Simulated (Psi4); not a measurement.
H5ClFNSi2, singlet, geometry from GFN2-xTB, atoms displaced at random by about 0.03 Å a coordinate; HF/STO-3G, gradient (Psi4).

Psi4 was given this input:
```
memory 2 GB

molecule {
0 1
  Si   -1.49959956   -0.23421185    0.50066750
  F    -2.98657955    0.28547415    0.10661186
  N    -0.46347179    0.53362209   -0.58533594
  Si    1.26112421    0.43472719   -0.91654468
  Cl    1.97944580   -0.67531864    0.64983883
  H    -1.30392626    0.27543260    1.80283623
  H    -1.54598103   -1.73695898    0.33003532
  H    -0.94426853    1.12012953   -1.28716878
  H     1.83123448    1.81975529   -0.76512343
  H     1.54854440   -0.26928985   -2.09650305
symmetry c1
no_reorient
no_com
}

set basis sto-3g

gradient('scf')
print_variables()
```

**Question.** Predict the main parts of the log of this Psi4 run.

**Answer.** 
```
gradient() will perform analytic gradient computation.

   => Loading Basis Set <=

    Name: STO-3G
    Role: ORBITAL
    Keyword: BASIS

         ---------------------------------------------------------
                                   SCF
               by Justin Turney, Rob Parrish, Andy Simmonett
                          and Daniel G. A. Smith
                              RHF Reference
         ---------------------------------------------------------

  ==> Geometry <==

    Molecular point group: c1
    Full point group: C1

    Geometry (in Angstrom), charge = 0, multiplicity = 1:

       Center              X                  Y                   Z               Mass
    ------------   -----------------  -----------------  -----------------  -----------------
         SI          -1.499599560000    -0.234211850000     0.500667500000    27.976926534650
         F           -2.986579550000     0.285474150000     0.106611860000    18.998403162730
         N           -0.463471790000     0.533622090000    -0.585335940000    14.003074004430
         SI           1.261124210000     0.434727190000    -0.916544680000    27.976926534650
         CL           1.979445800000    -0.675318640000     0.649838830000    34.968852682000
         H           -1.303926260000     0.275432600000     1.802836230000     1.007825032230
         H           -1.545981030000    -1.736958980000     0.330035320000     1.007825032230
         H           -0.944268530000     1.120129530000    -1.287168780000     1.007825032230
         H            1.831234480000     1.819755290000    -0.765123430000     1.007825032230
         H            1.548544400000    -0.269289850000    -2.096503050000     1.007825032230

  Running in c1 symmetry.

  Rotational constants: A =      0.18224  B =      0.03847  C =      0.03256 [cm^-1]
  Rotational constants: A =   5463.50963  B =   1153.34985  C =    976.25508 [MHz]
  Nuclear repulsion =  362.455549402524809

  Charge       = 0
  Multiplicity = 1
  Electrons    = 66
  Nalpha       = 33
  Nbeta        = 33

  ==> Algorithm <==

  SCF Algorithm Type is DF.
  DIIS enabled.
  MOM disabled.
  Fractional occupation disabled.
  Guess Type is SAD.
  Energy threshold   = 1.00e-08
  Density threshold  = 1.00e-08
  Integral threshold = 1.00e-12

  ==> Primary Basis <==

  Basis Set: STO-3G
    Blend: STO-3G
    Number of shells: 26
    Number of basis functions: 42
    Number of Cartesian functions: 42
    Spherical Harmonics?: true
    Max angular momentum: 1

   => Loading Basis Set <=

    Name: (STO-3G AUX)
    Role: JKFIT
    Keyword: DF_BASIS_SCF

  ==> Integral Setup <==

  SCF_SUBTYPE=INCORE selected. In-core MEM_DF algorithm will be used.
  Using in-core AOs.

  ==> MemDFJK: Density-Fitted J/K Matrices <==

    J tasked:                   Yes
    K tasked:                   Yes
    wK tasked:                   No
    Algorithm:                 Core
    Schwarz Cutoff:           1E-12
    Mask sparsity (%):      11.2245
    Fitting Condition:        1E-10

   => Auxiliary Basis Set <=

  Basis Set: (STO-3G AUX)
    Blend: DEF2-UNIVERSAL-JKFIT
    Number of shells: 194
    Number of basis functions: 628
    Number of Cartesian functions: 751
    Spherical Harmonics?: true
    Max angular momentum: 4

  Minimum eigenvalue in the overlap matrix is 2.7764016187E-01.
  Reciprocal condition number of the overlap matrix is 1.2951353559E-01.
    Using symmetric orthogonalization.

  ==> Pre-Iterations <==

  SCF Guess: Superposition of Atomic Densities via on-the-fly atomic UHF (no occupation information).

   -------------------------
    Irrep   Nso     Nmo
   -------------------------
     A         42      42
   -------------------------
    Total      42      42
   -------------------------

  ==> Iterations <==

                           Total Energy        Delta E     RMS |[F,P]|

   @DF-RHF iter SAD: -1177.43030897467270   -1.17743e+03   0.00000e+00
   @DF-RHF iter   1: -1180.48981810674036   -3.05951e+00   7.54612e-03 ADIIS/DIIS
   @DF-RHF iter   2: -1180.58145259868866   -9.16345e-02   1.62600e-03 ADIIS/DIIS
   @DF-RHF iter   3: -1180.58491582209467   -3.46322e-03   4.45448e-04 ADIIS/DIIS
   @DF-RHF iter   4: -1180.58532092701307   -4.05105e-04   1.20109e-04 ADIIS/DIIS
   @DF-RHF iter   5: -1180.58534974781878   -2.88208e-05   1.90370e-05 DIIS
   @DF-RHF iter   6: -1180.58535068702622   -9.39207e-07   2.89071e-06 DIIS
   @DF-RHF iter   7: -1180.58535070747143   -2.04452e-08   4.09447e-07 DIIS
   @DF-RHF iter   8: -1180.58535070784660   -3.75167e-10   1.07010e-07 DIIS
   @DF-RHF iter   9: -1180.58535070788002   -3.34239e-11   2.87868e-08 DIIS
   @DF-RHF iter  10: -1180.58535070788389   -3.86535e-12   5.32727e-09 DIIS
  Energy and wave function converged.

  ==> Post-Iterations <==

    Orbital Energies [Eh]
    ---------------------

    Doubly Occupied:

       1A   -103.628738     2A    -68.087160     3A    -68.042869
       4A    -25.807758     5A    -15.210162     6A    -10.322958
       7A     -7.766523     8A     -7.761402     9A     -7.761208
      10A     -6.058903    11A     -6.018695    12A     -4.085600
      13A     -4.083581    14A     -4.083083    15A     -4.045125
      16A     -4.044205    17A     -4.043438    18A     -1.420626
      19A     -1.061765    20A     -0.999863    21A     -0.705399
      22A     -0.658387    23A     -0.541723    24A     -0.523760
      25A     -0.497855    26A     -0.488836    27A     -0.436706
      28A     -0.425182    29A     -0.403717    30A     -0.391531
      31A     -0.379505    32A     -0.374394    33A     -0.305399

    Virtual:

      34A      0.358970    35A      0.426973    36A      0.458498
      37A      0.473468    38A      0.524991    39A      0.584010
      40A      0.646543    41A      0.679721    42A      0.729251

    Final Occupation by Irrep:
              A
    DOCC [    33 ]
    NA   [    33 ]
    NB   [    33 ]

  @DF-RHF Final Energy: -1180.58535070788389

   => Energetics <=

    Nuclear Repulsion Energy =            362.4555494025248095
    One-Electron Energy =               -2365.1496896526882665
    Two-Electron Energy =                 822.1087895422795100
    Total Energy =                      -1180.5853507078838902

Computation Completed

Properties will be evaluated at   0.000000,   0.000000,   0.000000 [a0]

Properties computed using the SCF density matrix

 Multipole Moments:

 ------------------------------------------------------------------------------------
     Multipole            Electronic (a.u.)      Nuclear  (a.u.)        Total (a.u.)
 ------------------------------------------------------------------------------------

 L = 1.  Multiply by 2.5417464519 to convert [e a0] to [Debye]
 Dipole X            :          0.5104337           -0.4270625            0.0833712
 Dipole Y            :          2.6459160           -2.1911593            0.4547567
 Dipole Z            :         -1.1166918            0.1345694           -0.9821224
 Magnitude           :                                                    1.0855040

 ------------------------------------------------------------------------------------

         ------------------------------------------------------------
                                   SCF GRAD
                          Rob Parrish, Justin Turney,
                       Andy Simmonett, and Alex Sokolov
         ------------------------------------------------------------

  ==> Geometry <==

    Molecular point group: c1
    Full point group: C1

    Geometry (in Angstrom), charge = 0, multiplicity = 1:

       Center              X                  Y                   Z               Mass
    ------------   -----------------  -----------------  -----------------  -----------------
         SI          -1.499599560000    -0.234211850000     0.500667500000    27.976926534650
         F           -2.986579550000     0.285474150000     0.106611860000    18.998403162730
         N           -0.463471790000     0.533622090000    -0.585335940000    14.003074004430
         SI           1.261124210000     0.434727190000    -0.916544680000    27.976926534650
         CL           1.979445800000    -0.675318640000     0.649838830000    34.968852682000
         H           -1.303926260000     0.275432600000     1.802836230000     1.007825032230
         H           -1.545981030000    -1.736958980000     0.330035320000     1.007825032230
         H           -0.944268530000     1.120129530000    -1.287168780000     1.007825032230
         H            1.831234480000     1.819755290000    -0.765123430000     1.007825032230
         H            1.548544400000    -0.269289850000    -2.096503050000     1.007825032230

  Nuclear repulsion =  362.455549402524809

  ==> Basis Set <==

  Basis Set: STO-3G
    Blend: STO-3G
    Number of shells: 26
    Number of basis functions: 42
    Number of Cartesian functions: 42
    Spherical Harmonics?: true
    Max angular momentum: 1

  ==> DFJKGrad: Density-Fitted SCF Gradients <==

    Gradient:                    1
    J tasked:                  Yes
    K tasked:                  Yes
    wK tasked:                  No
    Integrals threads:           1
    Schwarz Cutoff:          1E-12
    Fitting Condition:       1E-10

   => Auxiliary Basis Set <=

  Basis Set: (STO-3G AUX)
    Blend: DEF2-UNIVERSAL-JKFIT
    Number of shells: 194
    Number of basis functions: 628
    Number of Cartesian functions: 751
    Spherical Harmonics?: true
    Max angular momentum: 4

  -Total Gradient:
     Atom            X                  Y                   Z
    ------   -----------------  -----------------  -----------------
       1        0.032749182739     0.037558901494     0.003023497196
       2       -0.001745385482     0.001364818750     0.003369141162
       3       -0.033617847296    -0.017185816607     0.044747218126
       4        0.034868973281    -0.053355638896    -0.023609157086
       5       -0.011483116386     0.013425321148    -0.015639419706
       6       -0.007674544875     0.009834831350    -0.011843982712
       7       -0.008487203461    -0.041415563280    -0.011954511001
       8       -0.005737858483     0.010390763480    -0.014422124900
       9        0.008355344815     0.038656111994     0.013181814524
      10       -0.007227544857     0.000726270568     0.013147524393

  Variable Map:
  ----------------------------------------------------------------------------
  "CURRENT ENERGY"           =>   -1180.585350707884
  "CURRENT REFERENCE ENERGY" =>   -1180.585350707884
  "DD SOLVATION ENERGY"      =>       0.000000000000
  "HF KINETIC ENERGY"        =>    1163.391107749281
  "HF POTENTIAL ENERGY"      =>   -2343.976458457165
  "HF TOTAL ENERGY"          =>   -1180.585350707884
  "HF VIRIAL RATIO"          =>       2.014779417553
  "NUCLEAR REPULSION ENERGY" =>     362.455549402525
  "ONE-ELECTRON ENERGY"      =>   -2365.149689652688
  "PCM POLARIZATION ENERGY"  =>       0.000000000000
  "PE ENERGY"                =>       0.000000000000
  "SCF ITERATION ENERGY"     =>   -1180.585350707884
  "SCF ITERATIONS"           =>      10.000000000000
  "SCF TOTAL ENERGY"         =>   -1180.585350707884
  "TWO-ELECTRON ENERGY"      =>     822.108789542280

  Array Variable Map:
  ----------------------------------------------------------------------------
  "CURRENT DIPOLE"           =>       0.083371215546 ... -0.982122442780 1 by 3
  "CURRENT GRADIENT"         =>       0.032749182739 ... 0.013147524393 10 by 3
  "HF TOTAL GRADIENT"        =>       0.032749182739 ... 0.013147524393 10 by 3
  "SCF DIPOLE"               =>       0.083371215546 ... -0.982122442780 1 by 3
  "SCF TOTAL ENERGIES"       =>   -1177.430308974673 ... -1180.585350707884 1 by 11
  "SCF TOTAL GRADIENT"       =>       0.032749182739 ... 0.013147524393 10 by 3
```
